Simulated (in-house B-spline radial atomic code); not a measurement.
Successive ionisation energies of zirconium; each step leads to the configuration of the next row (after the last: bare). NIST's values go from ground level to ground level; the uncertainty of those that are theory runs from under 0.1 % in few-electron ions to several per cent in heavy many-electron ones. Computed with an all-electron radial atomic-structure program (B-spline basis): non-relativistic Hartree-Fock, average of the configuration, point nuclei.

This level leaves out relativity, spin-orbit splitting included, which matters for heavy ions.

| ion | configuration | ionisation energy (eV) | tabulated value (eV) | computed minus tabulated (eV) | highest orbital | largest mean radius (bohr) |
| --- | --- | --- | --- | --- | --- | --- |
| Zr33+ | [He] 2s2 2p3 | 4285.2 | 4300 | -15 | 2p | 0.15963 |
| Zr34+ | [He] 2s2 2p2 | 4459.2 | 4553 | -94 | 2p | 0.15838 |
| Zr35+ | [He] 2s2 2p1 | 4636.0 | 4744 | -108 | 2p | 0.15715 |
| Zr36+ | [He] 2s2 | 4857.9 | 4991 | -133 | 2s | 0.15594 |
| Zr37+ | [He] 2s1 | 5015.9 | 5146.935 | -131 | 2s | 0.15483 |
| Zr38+ | 1s2 | 21091.8 | 21516.47 | -425 | 1s | 0.037855 |
| Zr39+ | 1s1 | 21769.1 | 22236.71 | -468 | 1s | 0.0375 |

Where is the largest jump?

From Zr37+ to Zr38+, by a factor of 4.20 (5015.9 to 21092 eV); the highest orbital goes from 2s to 1s.

How far is this level of theory from the measured and semi-empirical values?

Over those 4 rows the differences run from -133 to -14.8 eV (mean absolute value 87 eV). The calculation leaves out relativity, correlation and, in open shells, the multiplet splittings that an average leaves out.
